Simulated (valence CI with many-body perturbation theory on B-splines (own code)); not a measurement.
**Valence orbitals of Au LXVII**

Method: configuration interaction combined with many-body perturbation theory (CI+MBPT): three valence electrons over a frozen Dirac-Fock core [Ne], a basis of 11 s, 11 p, 9 d, 7 f, 5 g, 2 h, 1 i functions for each j, with the one-electron correlation potential Σ1 (screened to all orders), the two-electron term Σ2, the three-electron term Σ3, Breit, model QED; selected single and double excitations, second order for the rest (own B-spline code, finite nucleus).

The last digits are not significant, and no measured levels were compared; by estimate large intervals hold to a few tenths of a per cent, small ones and those within an open d or f shell to about a per cent.

These are the spectroscopic orbitals of the CI (the correlating ones are not listed), shaped by the core and the other valence electrons. h is the expectation value of the core's Dirac-Fock operator, without the valence repulsion; Σ1 is computed up to l = 3 at one energy for each symmetry, that of its lowest orbital but kept below the first core excitation, so for empty shells it is not the orbital's own correlation shift; Breit and QED include the response of the core.

| Orbital | h (hartree) | Σ1 (cm⁻¹) | Breit (cm⁻¹) | QED (cm⁻¹) | ⟨r⟩ (bohr) |
| --- | --- | --- | --- | --- | --- |
| 3s1/2 | -307.56 | -7723 | 61345 | 52676 | 0.1689 |
| 4s1/2 | -166.99 | -2626 | 23817 | 21221 | 0.3126 |
| 5s1/2 | -104.55 | -1211 | 11367 | 10421 | 0.5021 |
| 6s1/2 | -71.523 | -663 | 6364 | 5881 | 0.7359 |
| 3p1/2 | -301.01 | -10185 | 103348 | 4582 | 0.1582 |
| 4p1/2 | -164.28 | -3398 | 40186 | 1860 | 0.3041 |
| 5p1/2 | -103.19 | -1575 | 19374 | 928 | 0.4949 |
| 6p1/2 | -70.75 | -865 | 10893 | 528 | 0.7303 |
| 3p3/2 | -282.06 | -8289 | 54403 | 8468 | 0.1703 |
| 4p3/2 | -156.52 | -2914 | 21434 | 3456 | 0.3202 |
| 5p3/2 | -99.294 | -1380 | 11729 | 1734 | 0.5152 |
| 6p3/2 | -68.524 | -767 | 6651 | 991 | 0.7546 |
| 3d3/2 | -274.51 | -10523 | 46597 | -1217 | 0.1450 |
| 4d3/2 | -153.64 | -3016 | 17032 | -352 | 0.2973 |
| 5d3/2 | -97.882 | -1356 | 8126 | -149 | 0.4941 |
| 3d5/2 | -270.19 | -8957 | 22347 | 1087 | 0.1487 |
| 4d5/2 | -151.78 | -2551 | 8013 | 588 | 0.3018 |
| 5d5/2 | -96.925 | -1149 | 3946 | 325 | 0.4997 |
| 4f5/2 | -150.27 | -2603 | 1808 | -292 | 0.2618 |
| 5f5/2 | -96.177 | -1263 | 1235 | -152 | 0.4608 |
| 4f7/2 | -149.46 | -2425 | 565 | 158 | 0.2641 |
| 5f7/2 | -95.761 | -1169 | 382 | 78.6 | 0.4634 |
| 5g7/2 | -95.639 |  | 44.3 | -75.2 | 0.4062 |
| 5g9/2 | -95.396 |  | 10.0 | 57.1 | 0.4079 |

Among the shells of the start configuration 3s2 3p1, Σ1 is largest in size for 3p1/2, where it is 0.015 % of h.

Lowest root of each symmetry, sizes in configuration state functions:

```json
{"J": "1/2", "Parity": "even", "Roots": "9", "Reference": "58", "Variational": "7127", "Second order": "4650", "Change by selected CI (cm⁻¹)": "-6421", "Change by second order (cm⁻¹)": "0"}
{"J": "3/2", "Parity": "even", "Roots": "13", "Reference": "92", "Variational": "12133", "Second order": "8734", "Change by selected CI (cm⁻¹)": "-3796", "Change by second order (cm⁻¹)": "-1"}
{"J": "5/2", "Parity": "even", "Roots": "12", "Reference": "94", "Variational": "13792", "Second order": "11939", "Change by selected CI (cm⁻¹)": "-5144", "Change by second order (cm⁻¹)": "-1"}
{"J": "7/2", "Parity": "even", "Roots": "6", "Reference": "67", "Variational": "12053", "Second order": "13991", "Change by selected CI (cm⁻¹)": "-6777", "Change by second order (cm⁻¹)": "-2"}
{"J": "9/2", "Parity": "even", "Roots": "3", "Reference": "41", "Variational": "8774", "Second order": "10215", "Change by selected CI (cm⁻¹)": "-6473", "Change by second order (cm⁻¹)": "-3"}
{"J": "1/2", "Parity": "odd", "Roots": "7", "Reference": "55", "Variational": "6417", "Second order": "5346", "Change by selected CI (cm⁻¹)": "-6244", "Change by second order (cm⁻¹)": "0"}
{"J": "3/2", "Parity": "odd", "Roots": "11", "Reference": "89", "Variational": "11191", "Second order": "9700", "Change by selected CI (cm⁻¹)": "-5621", "Change by second order (cm⁻¹)": "-1"}
{"J": "5/2", "Parity": "odd", "Roots": "10", "Reference": "86", "Variational": "12979", "Second order": "12719", "Change by selected CI (cm⁻¹)": "-6422", "Change by second order (cm⁻¹)": "-1"}
{"J": "7/2", "Parity": "odd", "Roots": "5", "Reference": "63", "Variational": "11285", "Second order": "10337", "Change by selected CI (cm⁻¹)": "-7049", "Change by second order (cm⁻¹)": "-2"}
{"J": "9/2", "Parity": "odd", "Roots": "2", "Reference": "33", "Variational": "8148", "Second order": "5789", "Change by selected CI (cm⁻¹)": "-3802", "Change by second order (cm⁻¹)": "-3"}
```
